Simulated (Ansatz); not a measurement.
The same path of CH$_{7}$AlSiTe (11 atoms, charge 0, multiplicity 1) was run twice with different band settings. The coordinate that changes most is the dihedral Te2–Al3–Si4–H11.

Computed with RKS revPBE-D4/def2-mTZVP (Ansatz).

Relaxed end points:

```xyz
11
Properties=species:S:1:pos:R:3
C -1.033 1.932 0.538
Te -0.023 1.026 2.262
Al 0.921 -1.034 1.113
Si 0.560 -1.469 -1.286
H -0.645 2.948 0.418
H -0.832 1.339 -0.358
H -2.107 1.954 0.747
H 1.760 -2.006 2.072
H -0.271 -0.419 -1.968
H 1.870 -1.541 -2.023
H -0.136 -2.787 -1.496
```

```xyz
11
Properties=species:S:1:pos:R:3
C -1.901 0.816 0.904
Te -0.264 0.722 2.362
Al 1.540 -0.237 0.852
Si 1.117 -0.755 -1.520
H -2.223 1.860 0.825
H -1.551 0.451 -0.065
H -2.719 0.189 1.274
H 2.954 -0.469 1.570
H 2.015 0.054 -2.417
H 1.394 -2.205 -1.813
H -0.297 -0.482 -1.952
```

Common settings: movable images 5; climbing image yes; spring 5.0 eV/Å²; optimiser quadratic models (default); start path IDPP; end points relaxed.

| run | force threshold | iteration limit |
| --- | --- | --- |
| 1 | 0.05 eV/Å | 36 |
| 2 | 0.2 eV/Å | 60 |

**Question.** What does each run give, and how far can it be trusted?

**Answer.** Run 1: converged after 8 iterations, highest image 0.003 eV above the first end. The top lies less than 8 meV above the higher end, about what the thresholds resolve: that end is a shoulder or a very shallow well. A vibrational analysis at the climbing image gives one clearly imaginary mode, 63i cm⁻¹: a first-order saddle point.
Run 2: converged after 3 iterations, highest image 0.010 eV above the first end. The threshold of 0.2 eV/Å is loose, so the images may lie well off the minimum-energy path. The order of the stationary point at the top wasn't checked.
